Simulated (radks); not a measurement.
Question: Coherent X-ray form factor from a spherical all-electron density. All-electron calculation, scalar-relativistic Kohn-Sham, LDA (Slater exchange, VWN5 correlation), spin-polarised, spherical densities, finite nucleus; Fermi nuclear charge, rms radius of each element as measured or else 0.836 A^(1/3) + 0.57 fm. Program: a radial shooting solver on a logarithmic mesh with Libxc functionals.

| sin(theta)/lambda (1/angstrom) | f0 (electrons) |
|---|---|
| 0.05 | 15.938 |
| 0.1 | 15.754 |
| 0.15 | 15.455 |
| 0.2 | 15.055 |
| 0.25 | 14.569 |
| 0.3 | 14.015 |
| 0.4 | 12.782 |
| 0.5 | 11.506 |
| 0.6 | 10.303 |
| 0.8 | 8.367 |
| 1 | 7.079 |
| 1.25 | 6.022 |
| 1.5 | 5.188 |
| 2 | 3.697 |

The species is in the configuration that NIST lists as its ground one. Which atom or ion scatters so?

Answer: The nickel ion Ni12+, [Ne] 3s2 3p4. Extrapolating in s^2 from the first two rows gives f0(0) = 16.0, near the electron count 16; among species with that count, the fall with angle is slower the higher Z, and the table is that of Z = 28; from so few rows the species is fixed only to a neighbour or two.
